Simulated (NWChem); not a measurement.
System: C$_{2}$H$_{5}$BFNO; SMILES O(C=C)B(F)N

The following NWChem deck was run.

```
start job
memory heap 200 mb stack 900 mb global 1100 mb
geometry units angstroms noautoz
  C     -0.163166    -2.606068     0.116269
  C      0.232088    -1.388135    -0.249199
  O     -0.560558    -0.298666    -0.153989
  B     -0.083357     0.983999    -0.074674
  N      1.257015     1.319266     0.162410
  F     -0.986648     1.950174    -0.244627
  H      0.505586    -3.456602    -0.017977
  H     -1.155762    -2.772141     0.540332
  H      1.223702    -1.213504    -0.689155
  H      1.553037     2.284192     0.206227
  H      1.970933     0.652324     0.415236
end
basis spherical
  * library def2-svp
end
dft
  xc b3lyp
  iterations 150
  mulliken
end
task dft energy
```

Parts of the log:

```
             Northwest Computational Chemistry Package (NWChem) 7.3.0
             --------------------------------------------------------

 C1  symmetry detected

                             Geometry "geometry" -> ""
                             -------------------------

 Output coordinates in angstroms (scale by  1.889725989 to convert to a.u.)

  No.       Tag          Charge          X              Y              Z
 ---- ---------------- ---------- -------------- -------------- --------------
    1 C                    6.0000    -0.20587210    -2.62256952     0.15484118
    2 C                    6.0000     0.17424579    -1.40842717    -0.23825181
    3 O                    8.0000    -0.56635671    -0.30002166    -0.02090305
    4 B                    5.0000    -0.04492151     0.96721671     0.01722047
    5 N                    7.0000     1.32432540     1.26078866     0.08193763
    6 F                    9.0000    -0.93352557     1.96099820    -0.01585444
    7 H                    1.0000     0.41396067    -3.48798551    -0.08078951
    8 H                    1.0000    -1.13896314    -2.77044103     0.70268387
    9 H                    1.0000     1.10453935    -1.25164133    -0.80157028
   10 H                    1.0000     1.65211977     2.21615812     0.10317853
   11 H                    1.0000     2.04501477     0.56947517     0.22720980

 Effective nuclear repulsion energy (a.u.)     218.8020589654

                                 NWChem DFT Module
                                 -----------------

 Summary of "ao basis" -> "ao basis" (spherical)
 ------------------------------------------------------------------------------
       Tag                 Description            Shells   Functions and Types
 ---------------- ------------------------------  ------  ---------------------
 C                          def2-svp                 6       14   3s2p1d
 O                          def2-svp                 6       14   3s2p1d
 B                          def2-svp                 6       14   3s2p1d
 N                          def2-svp                 6       14   3s2p1d
 F                          def2-svp                 6       14   3s2p1d
 H                          def2-svp                 3        5   2s1p

            General Information
            -------------------
          SCF calculation type: DFT
          Wavefunction type:  closed shell.
          No. of atoms     :    11
          No. of electrons :    46
           Alpha electrons :    23
            Beta electrons :    23
          Charge           :     0
          Spin multiplicity:     1
          Use of symmetry is: off; symmetry adaption is: off
          Maximum number of iterations: 150
          AO basis - number of functions:   109
                     number of shells:    51
          Convergence on energy requested:  1.00D-06
          Convergence on density requested:  1.00D-05
          Convergence on gradient requested:  5.00D-04

              XC Information
              --------------
                         B3LYP Method XC Potential
                     Hartree-Fock (Exact) Exchange  0.200
                        Slater Exchange Functional  0.800 local
                    Becke 1988 Exchange Functional  0.720 non-local
              Lee-Yang-Parr Correlation Functional  0.810
                  VWN I RPA Correlation Functional  0.190 local

             Grid Information
             ----------------
          Grid used for XC integration:  medium
          Radial quadrature: Mura-Knowles
          Angular quadrature: Lebedev.
          Tag              B.-S. Rad. Rad. Pts. Rad. Cut. Ang. Pts.
          ---              ---------- --------- --------- ---------
          C                   0.70       49          12.0       434
          O                   0.60       49          10.0       434
          B                   0.85       49          11.0       434
          N                   0.65       49          12.0       434
          F                   0.50       49          13.0       434
          H                   0.35       45          13.0       434
          Grid pruning is: on
          Number of quadrature shells:   519
          Spatial weights used:  Erf1

      Superposition of Atomic Density Guess
      -------------------------------------

 Sum of atomic energies:        -330.47785760

      Non-variational initial energy
      ------------------------------

 Total energy =    -333.478503
 1-e energy   =    -885.320775
 2-e energy   =     333.040214
 HOMO         =      -0.294076
 LUMO         =       0.036141

     ---------------------------------------------
      Total Density - Mulliken Population Analysis
     ---------------------------------------------

    Atom       Charge   Shell Charges
 -----------   ------   -------------------------------------------------------
    1 C    6     6.37   1.99  0.97  0.27  2.09  1.04  0.02
    2 C    6     5.70   1.99  0.93  0.23  1.73  0.75  0.07
    3 O    8     8.48   1.99  1.09  0.59  3.03  1.77  0.01
    4 B    5     4.33   1.99  0.73  0.08  1.13  0.19  0.21
    5 N    7     7.53   1.99  1.01  0.38  2.61  1.54  0.01
    6 F    9     9.38   1.99  1.15  0.72  3.51  2.00  0.00
    7 H    1     0.88   0.66  0.20  0.03
    8 H    1     0.89   0.66  0.21  0.03
    9 H    1     0.93   0.68  0.23  0.02
   10 H    1     0.75   0.59  0.12  0.05
   11 H    1     0.75   0.59  0.12  0.05

[...]
```

Level: B3LYP/def2-SVP. Structure relaxed at the PBE0/def2-SVP level.
